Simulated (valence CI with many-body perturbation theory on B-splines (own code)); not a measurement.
The numbers below are computed, except where a source is named.
**Energy levels of Ba XLIV**

Method: configuration interaction combined with many-body perturbation theory (CI+MBPT): three valence electrons over a frozen Dirac-Fock core [Ne], radial functions for each j: 9 s, 9 p, 8 d, 6 f, 3 g, 1 h, with the one-electron correlation potential Σ1 (screened to all orders), the two-electron term Σ2, the three-electron term Σ3, Breit, model QED; selected single and double excitations, second order for the rest, scaled by the run's own slope (own B-spline code, finite nucleus).

No measured spectrum was set against this ion. As an estimate, large intervals hold to a few tenths of a per cent, small ones and those within an open d or f shell to about a per cent.

Levels 1 to 36 of 36, with energies above the lowest level, (3s^2 3p1/2) J=1/2. "Leading %" is the weight of the configuration and term that name the level; weights of strongly mixed levels are sums over their largest components and can fall short, so below about 35 % the name and the second component can differ from the true leading terms, or belong to a minority configuration. In the jj column 3d3/2^4 stands for four electrons in 3d with j = 3/2.

| No. | Configuration | Term | J | E (× 10³ cm⁻¹) | Leading % | g | Second component | Leading jj |
| --- | --- | --- | --- | --- | --- | --- | --- | --- |
| 1 | 3s²3p | ²P° | 1/2 | 0.00 | 99 | 0.656 |  | 3s^2 3p1/2 (99 %) |
| 2 | 3s²3p | ²P° | 3/2 | 789.43 | 98 | 1.327 |  | 3s^2 3p3/2 (98 %) |
| 3 | 3s3p² | ⁴P | 1/2 | 866.45 | 64 | 2.274 | 25 % 3s3p² ²S | 3s 3p1/2^2 (95 %) |
| 4 | 3s3p² | ⁴P | 3/2 | 1504.6 | 92 | 1.665 | 6 % 3s3p² ²D | 3s 3p1/2 3p3/2 (98 %) |
| 5 | 3s3p² | ²D | 5/2 | 1600.2 | 52 | 1.371 | 44 % 3s3p² ⁴P | 3s 3p1/2 3p3/2 (95 %) |
| 6 | 3s3p² | ²D | 3/2 | 1729.9 | 61 | 0.936 | 22 % 3s3p² ²P | 3s 3p1/2 3p3/2 (83 %) |
| 7 | 3s3p² | ²P | 1/2 | 1795.4 | 71 | 1.193 | 23 % 3s3p² ⁴P | 3s 3p1/2 3p3/2 (94 %) |
| 8 | 3s²3d | ²D | 3/2 | 2101.6 | 83 | 0.841 | 9 % 3s3p² ²P | 3s^2 3d3/2 (83 %) |
| 9 | 3s²3d | ²D | 5/2 | 2195.4 | 72 | 1.280 | 21 % 3s3p² ⁴P | 3s^2 3d5/2 (72 %) |
| 10 | 3s3p² | ²D | 5/2 | 2425.8 | 41 | 1.329 | 34 % 3s3p² ⁴P | 3s 3p3/2^2 (72 %) |
| 11 | 3s3p² | ²S | 1/2 | 2588.9 | 69 | 1.847 | 17 % 3s3p² ²P | 3s 3p3/2^2 (97 %) |
| 12 | 3p³ | ²P° | 3/2 | 2608.2 | 35 | 1.234 | 25 % 3p³ ²D° | 3p1/2^2 3p3/2 (78 %) |
| 13 | 3s3p² | ²P | 3/2 | 2629.5 | 66 | 1.198 | 26 % 3s3p² ²D | 3s 3p3/2^2 (95 %) |
| 14 | 3s3p3d | ⁴F° | 3/2 | 2721.1 | 78 | 0.541 | 12 % 3s3p3d ²D° | 3s 3p1/2 3d3/2 (90 %) |
| 15 | 3s3p3d | ⁴F° | 5/2 | 2787.8 | 54 | 1.048 | 18 % 3s3p3d ²D° | 3s 3p1/2 3d3/2 (92 %) |
| 16 | 3s3p3d | ⁴D° | 1/2 | 2934.9 | 67 | 0.353 | 25 % 3s3p3d ²P° | 3s 3p1/2 3d3/2 (95 %) |
| 17 | 3s3p3d | ⁴D° | 3/2 | 2947.5 | 45 | 1.324 | 25 % 3s3p3d ⁴P° | 3s 3p1/2 3d3/2 (79 %) |
| 18 | 3s3p3d | ⁴P° | 5/2 | 2977.9 | 36 | 1.340 | 27 % 3s3p3d ⁴D° | 3s 3p1/2 3d5/2 (96 %) |
| 19 | 3s3p3d | ⁴F° | 7/2 | 3033.6 | 56 | 1.254 | 23 % 3s3p3d ⁴D° | 3s 3p1/2 3d5/2 (93 %) |
| 20 | 3s3p3d | ²F° | 5/2 | 3096.8 | 40 | 1.095 | 16 % 3s3p3d ²D° | 3s 3p1/2 3d5/2 (88 %) |
| 21 | 3s3p3d | ²D° | 3/2 | 3113.6 | 39 | 1.207 | 22 % 3s3p3d ²P° | 3s 3p1/2 3d5/2 (60 %) |
| 22 | 3p³ | ²D° | 5/2 | 3386.0 | 66 | 1.113 | 24 % 3s3p3d ²F° | 3p1/2 3p3/2^2 (66 %) |
| 23 | 3p³ | ²D° | 3/2 | 3428.5 | 44 | 1.286 | 33 % 3p³ ⁴S° | 3p1/2 3p3/2^2 (75 %) |
| 24 | 3p³ | ²P° | 1/2 | 3477.6 | 84 | 0.666 | 15 % 3s3p3d ²P° | 3p1/2 3p3/2^2 (84 %) |
| 25 | 3s3p3d | ⁴D° | 3/2 | 3597.8 | 41 | 1.351 | 41 % 3s3p3d ⁴P° | 3s 3p3/2 3d3/2 (98 %) |
| 26 | 3s3p3d | ⁴D° | 5/2 | 3602.2 | 52 | 1.276 | 17 % 3s3p3d ⁴F° | 3s 3p3/2 3d3/2 (83 %) |
| 27 | 3s3p3d | ⁴P° | 1/2 | 3604.9 | 87 | 2.321 | 12 % 3s3p3d ⁴D° | 3s 3p3/2 3d3/2 (97 %) |
| 28 | 3s3p3d | ⁴D° | 7/2 | 3621.5 | 46 | 1.302 | 36 % 3s3p3d ⁴F° | 3s 3p3/2 3d3/2 (73 %) |
| 29 | 3s3p3d | ⁴F° | 9/2 | 3657.7 | 100 | 1.327 |  | 3s 3p3/2 3d5/2 (100 %) |
| 30 | 3s3p3d | ²D° | 3/2 | 3749.3 | 59 | 1.041 | 26 % 3s3p3d ⁴P° | 3s 3p3/2 3d5/2 (50 %) |
| 31 | 3s3p3d | ²D° | 5/2 | 3794.4 | 47 | 1.335 | 37 % 3s3p3d ⁴P° | 3s 3p3/2 3d5/2 (94 %) |
| 32 | 3p²3d | ⁴F | 3/2 | 3801.1 | 40 | 0.757 | 26 % 3p²3d ²D | 3p1/2^2 3d3/2 (98 %) |
| 33 | 3s3p3d | ²D° | 3/2 | 3862.0 | 42 | 1.158 | 35 % 3s3p3d ²P° | 3s 3p3/2 3d3/2 (41 %) |
| 34 | 3s3p3d | ²F° | 7/2 | 3870.3 | 84 | 1.177 | 14 % 3s3p3d ⁴D° | 3s 3p3/2 3d5/2 (79 %) |
| 35 | 3s3p3d | ²F° | 5/2 | 3880.8 | 74 | 0.933 | 10 % 3s3p3d ²D° | 3s 3p3/2 3d3/2 (90 %) |
| 36 | 3s3p3d | ²P° | 1/2 | 3897.6 | 74 | 0.611 | 18 % 3s3p3d ⁴D° | 3s 3p3/2 3d3/2 (79 %) |

The ionisation energy to 3s² ¹S0 of the next ion comes out as 3364.1 eV (NIST: 3363 ± 4 eV (theoretical)). All 36 levels together are meant to be complete up to 3946.2 × 10³ cm⁻¹.
